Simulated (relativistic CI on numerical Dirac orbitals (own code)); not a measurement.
d1 to d9 in one octahedral field

Computed with a parametric ligand-field model without spin-orbit coupling, by exact diagonalisation: B = 400, C = 1610, 10Dq = 39500 cm⁻¹ (Oh; |10Dq|/B = 98.8) for every shell. Energies in cm⁻¹; the field energy is (0.6 n_e − 0.4 n_t2) × 10Dq of the ground term; g labels are left out. So small a B with so large a field is typical of 4d and 5d ions, where spin-orbit coupling, left out here, reaches 1,000 to 4,000 cm⁻¹.

```tsv
Shell	Ground term	Electrons in e	Field energy	First spin-allowed bands	Lowest term of other spin
d1	2T2	0.000	-15800	2E 39500	
d2	3T1	0.003	-31479	3T2 38433, 3T1 43366	1T2 5704
d3	4A2	0.000	-47400	4T2 39500, 4T1 44140	2E 8151
d4	3T1	0.005	-63003	3E 37785, 3T1 38177	1T2 5168
d5	2T2	0.010	-78600	2A2 37090, 2T1 37236	4T1 31444
d6	1A1	0.008	-94487	1T1 38160, 1T2 44206	3T1 34822
d7	2E	1.005	-70913	2T1 38086, 2T2 38520	4T1 31541
d8	3A2	2.000	-47400	3T2 39500, 3T1 44140	1E 6396
d9	2E	3.000	-23700	2T2 39500
```

Low spin: d4, d5, d6, d7; the other shells keep the spin of the free ion. Only d4 to d7 can choose; the field needed to pair spins is smallest for d6 and largest for d5, which loses most exchange energy. In the strong-field picture 10Dq must exceed about 6B + 5C = 10450 (d4), 7.5B + 5C = 11050 (d5), 2.5B + 4C = 7440 (d6) and 4B + 4C = 8040 (d7); mixing of terms shifts these bounds somewhat.
